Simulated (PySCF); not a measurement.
Vertical excitation energies

C8H9NSi.
Z-matrix (Å and degrees, PBE0-D3(BJ)/def2-SVP geometry), rows numbered from 1:
```
N 
C   1  1.3809
C   2  1.4082  1  120.36
C   3  1.3883  2  121.48  1   178.39
C   4  1.3995  3  120.75  2     0.24
C   5  1.3893  4  118.84  3    -0.54
C   2  1.4106  1  121.85  3   177.78
C   7  1.4732  2  124.93  1     0.84
C   8  1.3516  7  118.27  2   179.27
Si  9  1.8695  8  107.68  7     0.54
H   1  1.0115  2  115.75  3    18.43
H   1  1.0108  2  116.80  3   154.76
H   3  1.0938  2  118.77  1    -1.71
H   4  1.0930  3  119.18  2   179.90
H   5  1.0926  4  120.04  3   179.60
H   8  1.0965  7  120.01  2    -1.87
H   9  1.0916  8  121.78  7   179.41
H  10  1.4965  6  113.73  5   -62.39
H  10  1.4962  6  113.88  5    61.48
```

Level of theory: TDDFT B3LYP/def2-SVPD, vertical, gas phase, core orbitals frozen in the response (PySCF 2.14.0, density-fitted response routines).

```
state  E (eV)  E (kJ/mol)  λ (nm)       f  main configurations (H = HOMO, L = LUMO)
   S1    3.60         347   344.8   0.112                                 H→L (94%)
   S2    4.40         425   281.8   0.026                               H-1→L (94%)
   S3    5.01         483   247.6   0.089                  H→L+1 (63%), H→L+2 (26%)
   S4    5.20         502   238.5   0.060                  H→L+2 (71%), H→L+1 (20%)
   S5    5.46         527   227.1  0.0005                               H→L+3 (97%)
   S6    5.63         544   220.1   0.071   H-1→L+1 (40%), H→L+4 (28%), H-3→L (13%)
   S7    5.65         545   219.4   0.011                               H-3→L (83%)
   S8    5.78         557   214.6  0.0057                  H→L+5 (61%), H→L+4 (23%)
   S9    5.86         565   211.7  0.0025                  H→L+6 (77%), H→L+5 (13%)
  S10    5.97         576   207.7   0.175   H-1→L+1 (30%), H→L+4 (23%), H-4→L (12%)
```

Triplets (Tamm–Dancoff): T1 2.72 eV, H→L (83%), H-1→L (12%); T2 3.40 eV, H-1→L (70%), H→L (14%), H→L+1 (8%); T3 3.88 eV, H→L+1 (82%), H-1→L (11%); T4 4.49 eV, H-2→L (33%), H-1→L+1 (29%), H→L+4 (16%).

The lowest singlet lies at 3.60 eV (345 nm, ultraviolet) and is of moderate strength; its leading configuration is HOMO→LUMO (94%). The strongest level in the table is S10 at 5.97 eV (208 nm, f = 0.175). It is the last of those listed, so stronger ones may follow. Löwdin shares by element: HOMO carbon 40% or more, nitrogen 21% (atoms not listed hold the other 40%); LUMO carbon 56% or more (atoms not listed hold the other 44%). Of the 10 states listed, 7 reach f = 0.01 and none stays under 0.0005. Weighted by f, the mean energy of these states is 5.13 eV. Orbital energies (eV): HOMO-3 -8.35, HOMO-2 -8.31, HOMO-1 -6.53, HOMO -5.72, LUMO -1.53, LUMO+1 -0.26, LUMO+2 0.28. No computed singlet lies in the visible range (380 to 750 nm); the lowest, at 345 nm, stands 0.33 eV above its violet end (3.26 eV); a Tamm–Dancoff triplet lies at 455 nm, without intensity as long as spin–orbit coupling is left out. The vertical ionisation energy (ΔSCF) is 7.50 eV, 1.53 eV above S10. Only the lowest 10 singlets were computed, as vertical energies without vibronic structure.

On one thread, Intel Xeon at 2.50 GHz (x86_64), shared host with 64 logical CPUs at a one-minute load of 48, this took 15 min wall, 13 min CPU (grids of density and orbitals included) and 1.2 GiB of memory at its peak.
